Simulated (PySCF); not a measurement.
Species: C₆H₆F₂.
SMILES: `[C@H]1(C[C@](C#C)(C1)F)F`

Method used: TDDFT CAM-B3LYP/def2-SVPD, vertical, gas phase, core orbitals frozen in the response in PySCF 2.14.0, density-fitted response routines. Isolated species at its GFN2-xTB geometry, gas phase.

Each state is given a Gaussian of 0.5 eV full width at half maximum, with ε(max) = 2.175×10⁸ f / Δν̃ (Δν̃ the width in cm⁻¹). The width is an assumption, not a result. The curve ends short of the highest state used, and states not computed would add to its high-energy end.

(E (eV), ε (L mol⁻¹ cm⁻¹)): (5.49, 0), (5.57, 0), (5.64, 0), (5.72, 0), (5.79, 0), (5.87, 1), (5.94, 1), (6.02, 2), (6.09, 4), (6.17, 7), (6.24, 13), (6.32, 25), (6.39, 43), (6.47, 73), (6.54, 104), (6.62, 138), (6.69, 159), (6.77, 163), (6.84, 150), (6.92, 120), (6.99, 88), (7.07, 57), (7.14, 40), (7.22, 42), (7.29, 77), (7.37, 191), (7.44, 404), (7.52, 851), (7.59, 1467), (7.67, 2424), (7.74, 3404), (7.82, 4504), (7.89, 5274), (7.97, 5775), (8.04, 5830), (8.12, 5501)

Problem. Locate the maxima and give the states behind the curve.

Solution. 184 nm (6.75 eV), ε about 160, made up of S2 (97%); 155 nm (8.02 eV), ε about 5900, made up of S4 (53%) and S5 (44%) (ε in L mol⁻¹ cm⁻¹; maxima over ε = 5, shares over 10%). The states used: S1 6.24 eV (f 0.0001); S2 6.74 eV (f 0.0029); S3 6.95 eV (f 0.0001); S4 7.89 eV (f 0.069); S5 8.14 eV (f 0.057); S6 8.45 eV (f 0.0098); S7 8.49 eV (f 0.016); S8 8.72 eV (f 0.0042).

Problem. On this curve, what absorbance would a 10⁻⁴ mol/L sample give at 193 nm over a 1 cm path?

Solution. 193 nm is 6.424 eV, where ε is about 55 L mol⁻¹ cm⁻¹, so A = ε c l ≈ 0.0055 (Beer–Lambert, with the gas-phase spectrum and the assumed width).

Problem. Coming from long wavelengths, where does ε first pass 100 L mol⁻¹ cm⁻¹?

Solution. At about 190 nm (6.53 eV), 0.29 eV above S1.

Problem. What would ε be at 8.02 eV, the highest of these maxima, with half the width (0.25 eV)?

Solution. About 6750 L mol⁻¹ cm⁻¹ against 5850, a factor of about 1.2; a lone state at its own centre would give exactly 2.
